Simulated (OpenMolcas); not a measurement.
A run on Mo3+ among 4 point charges of -2 e arranged as a tetrahedron (Td), 1.83 Å from the ion.

```json
{"Program": "OpenMolcas 26.06", "Method": "SS-CASPT2, IPEA 0.25 Eh, imaginary shift 0.1 Eh (closed shells correlated: 4s 4p)", "Basis": "ANO-RCC-VTZP [7s6p4d2f1g]", "Scalar Hamiltonian": "DKH2, point nucleus", "Active space": "3 electrons in 5 orbitals (4d)", "State averaging": "2S+1 = 4 even, 10 roots; 2S+1 = 2 even, 40 roots", "Spin-orbit coupling": "state interaction with AMFI integrals over the reference wave functions"}
```

First CASPT2 step and the start of its output:

```
&CASPT2
Multistate=10 1 2 3 4 5 6 7 8 9 10
NoMult
Frozen=14
IPEA=0.25
Imaginary=0.1
MaxIter=60
WThr=0.0 0.3 0.05
PrWF=0.5
NoMix
```

```
--- CASPT2 ---
Orbital specifications:
      -----------------------

      Symmetry species                           1
                                                 a
      Frozen orbitals                           14
      Inactive orbitals                          4
      Active orbitals                            5
      Secondary orbitals                        45
      Deleted orbitals                           0
      Number of basis functions                 68
Type of calculation                        SS-CASPT2
      Fock operator                              state-specific
      IPEA shift                                 0.25
      Real shift                                 0.00
      Imaginary shift                            0.10
      The input orbitals will be transformed to quasi-canonical
Reference energy:       -4050.9811545560
      E2 (Non-variational):      -0.2998938825
      Shift correction:          -0.0052156778
      E2 (Variational):          -0.3051095603
      Total energy:           -4051.2862641163
      Residual norm:              0.0000005245
      Reference weight:           0.89331
      Contributions to the CASPT2 correlation energy
      Active & Virtual Only:         -0.0234461074
      One Inactive Excited:          -0.1240893185
      Two Inactive Excited:          -0.1523584566
Reference energy:       -4050.9811545560
      E2 (Non-variational):      -0.2998694350
      Shift correction:          -0.0049934605
      E2 (Variational):          -0.3048628955
      Total energy:           -4051.2860174515
      Residual norm:              0.0000007176
      Reference weight:           0.89240
      Contributions to the CASPT2 correlation energy
      Active & Virtual Only:         -0.0234302406
...
```

Over all roots the printed reference weights run from 0.60 to 0.94, and roots that are degenerate in the reference spread by up to 3000 cm-1.

**Question.** Did the run give usable levels, and if not, why?

**Answer.** No. The equations converged, but the reference weight falls to 0.60 for at least one root against 0.94 for the best. A drop of that size marks an intruder state, so the energies of such roots and the levels built on them can't be trusted.
